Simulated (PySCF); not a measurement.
`C1CC=C=C(C#N)CCC1`, C$_{9}$H$_{11}$N

Geometry:
| atom | x (Å) | y (Å) | z (Å) |
| --- | --- | --- | --- |
| N1 | 1.568 | 3.918 | 1.488 |
| C2 | 1.252 | 3.003 | 0.848 |
| C3 | 0.912 | 1.857 | 0.061 |
| C4 | -0.304 | 1.660 | -0.412 |
| C5 | -1.386 | 1.051 | -0.818 |
| C6 | -1.944 | -0.082 | 0.012 |
| C7 | -1.078 | -1.341 | -0.139 |
| C8 | 0.387 | -1.222 | 0.310 |
| C9 | 1.386 | -0.539 | -0.653 |
| C10 | 1.968 | 0.788 | -0.171 |
| H11 | -1.806 | 1.256 | -1.810 |
| H12 | -2.979 | -0.303 | -0.291 |
| H13 | -1.975 | 0.213 | 1.072 |
| H14 | -1.556 | -2.142 | 0.449 |
| H15 | -1.107 | -1.683 | -1.189 |
| H16 | 0.742 | -2.249 | 0.493 |
| H17 | 0.421 | -0.727 | 1.297 |
| H18 | 2.238 | -1.215 | -0.830 |
| H19 | 0.918 | -0.393 | -1.640 |
| H20 | 2.495 | 0.642 | 0.788 |
| H21 | 2.727 | 1.155 | -0.882 |

The calculation used PySCF, TDDFT CAM-B3LYP/aug-cc-pVDZ circular dichroism and optical rotation, one conformer, gas phase. Geometry: PBE0-D3(BJ)/def2-SVP.

No stereocentre is labelled: unless the shape is locked (an allene, a helicene, a hindered biaryl), the mirror image is equally populated and a measured rotation or CD is zero.

(1) Draw the ECD and absorption spectra from the lowest 12 states, each a Gaussian of half-width 0.35 eV at 1/e height.

Answers

(1) 
```tsv
E (eV)	λ (nm)	Δε (L mol⁻¹ cm⁻¹)	ε (L mol⁻¹ cm⁻¹)
4.63	268	+0.37	16.7
4.78	260	+0.52	73.4
4.93	252	-0.99	248
5.08	244	-6.91	622
5.23	237	-17.08	1130
5.38	231	-25.03	1520
5.53	224	-23.67	1750
5.68	218	-13.77	2800
5.83	213	-1.31	6530
5.98	207	+9.74	13500
6.13	202	+16.44	20400
6.28	198	+15.42	22300
6.43	193	+8.22	18800
6.58	189	+2.13	14300
6.73	184	+0.64	11400
6.88	180	-1.41	9530
7.03	176	-8.89	7740
7.18	173	-18.80	6030
7.33	169	-24.86	4450
```
Δε uses R in velocity form, ε uses f in length form. Only the states computed contribute, so the short-wavelength end is incomplete.
